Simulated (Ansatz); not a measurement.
**Energy profile**

The step: BN₂H₄Cl ([NH2][B]([NH2])[Cl]) → BNHCl ([NH][B][Cl]) + NH₃ (still joined by a long B–N bond); bonds formed: N2–H4; bonds broken: N3–H4; bonds weakened to dative contacts: B1–N2 (atoms numbered as in the saddle structure below).

B1  (-0.511, 0.184, 0.301)
N2  (0.813, 0.409, -0.490)
N3  (-0.527, -1.167, 0.333)
H4  (0.628, -0.814, -0.360)
Cl5  (-1.516, 1.517, 0.876)
H6  (0.736, 0.818, -1.413)
H7  (1.582, 0.841, 0.009)
H8  (-1.203, -1.788, 0.745)
(Å)

Electronic energies by CCSD(T) at an estimated basis limit (MP2 extrapolated from triple and quadruple zeta, plus CCSD(T) − MP2 in triple zeta), on PBE0-D4/def2-TZVP structures; BN2H4Cl, singlet; no counterpoise correction. Program: Ansatz 0.2.0. Basis: def2-TZVPP and def2-QZVPP. Cores are frozen in the correlated methods. Extrapolation: Hartree–Fock as exp(−7.88 √X), correlation as X^−2.97.

Task: Give the profile in kcal/mol, counted from the start structure. (An estimate is asked for; the value comes from the calculation.)

Result: Computed:
```csv
point,kcal/mol
start structure,0.00
saddle,60.79
end structure,45.29
"separated: BNHCl (linked as [NH][B][Cl]; B1, N3, Cl5, H8; singlet) + NH3 (N2, H4, H6, H7; singlet)",62.51
```

T1 diagnostic: at most 0.014.

For scale, one of the runs: CCSD(T)/def2-TZVPP, 191 basis functions, launched by `ansatz run in.yaml --threads 2 --pin off --events-out ev --progress --plain --max-ram 4352MiB`. Hardware: 2 CPU threads of an Arm Neoverse V1, shared host. Wall time 64 s; peak host memory 2.1 GiB.
